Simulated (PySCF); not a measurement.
**Do core-level shifts follow atomic charges?**

C₆H₁₀BNO.
Atom-mapped SMILES: `[BH3-:1][n+:2]1[cH:3][cH:4][cH:5][c:6]([O:7][CH3:8])[cH:9]1`

Geometry (PBE0-D3(BJ)/def2-SVP, Å), atoms numbered from 1 in this order:
```
atom  x, y, z in Å
B1     2.3348   -0.8529    0.1924
N2     1.2754    0.3401    0.0497
C3     1.6859    1.6026   -0.0863
C4     0.7767    2.6407   -0.2693
C5    -0.5788    2.3624   -0.3067
C6    -1.0015    1.0334   -0.1590
O7    -2.3174    0.7988   -0.1951
C8    -2.7754   -0.5247   -0.0636
C9    -0.0334    0.0458    0.0221
H10    2.4495   -1.3236   -0.9366
H11    1.8436   -1.6602    0.9728
H12    3.3761   -0.3527    0.5951
H13    2.7645    1.7548   -0.0434
H14    1.1418    3.6630   -0.3776
H15   -1.3304    3.1419   -0.4440
H16   -2.4950   -0.9557    0.9125
H17   -2.3851   -1.1703   -0.8687
H18   -3.8686   -0.4836   -0.1360
H19   -0.2688   -1.0099    0.1521
```

Binding energies: PySCF 2.14.0, delta-SCF UKS SCAN, pcX-2 on the ionised atom, pcseg-1 elsewhere, spin-free X2C. Charges: PBE0/pcSseg-1 ground-state density, for the ionised atom.

```
atom                          environment  C 1s (eV)  Mulliken (e)  IAO (e)  Hirshfeld (e)  ESP (e)
  C5                   aromatic CH carbon     291.03        -0.014   -0.142         -0.037   -0.275
  C4                   aromatic CH carbon     291.26        -0.175   -0.151         -0.036   -0.122
  C3  aromatic CH next to a ring nitrogen     291.55        +0.248   -0.017         +0.045   -0.079
  C9  aromatic CH next to a ring nitrogen     291.61        +0.210   -0.071         +0.024   -0.107
  C6       aromatic carbon bearing oxygen     292.91        +0.153   +0.202         +0.083   +0.372
  C8                       methoxy carbon     293.12        -0.061   -0.208         -0.023   -0.096
```

Give the correlation coefficient and slope of binding energy on charge for each scheme.

ESP: r = 0.66, slope 2.7 eV per e; Hirshfeld: r = 0.40, slope 7.2 eV per e; IAO: r = 0.31, slope 1.9 eV per e; Mulliken: r = 0.07, slope 0.4 eV per e. ESP charges have the highest r, on only 6 points.

The point-charge model writes a binding energy as kq + V + constant, with V the potential of the other atoms' charges at the site. What does it give with the Mulliken charges?

V = Σ 14.40 eV Å × q/r over all other atoms: +0.72 eV at C5, +3.12 eV at C4, -3.97 eV at C3, -2.91 eV at C9, -2.59 eV at C6, +1.82 eV at C8. Fitting binding energy − V to q gives k = 17.5 eV per e and leaves an rms residual of 0.82 eV, against 0.80 eV for the fit on q alone. The model has no term for differences in relaxation between sites.

Spin contamination (⟨S²⟩ against 0.75 for a pure doublet) is marked for C 1s of C6 (0.87), which makes this value less certain. The structure is a single PBE0-D3(BJ)/def2-SVP conformer in the gas phase; no vibrational or solvent corrections.
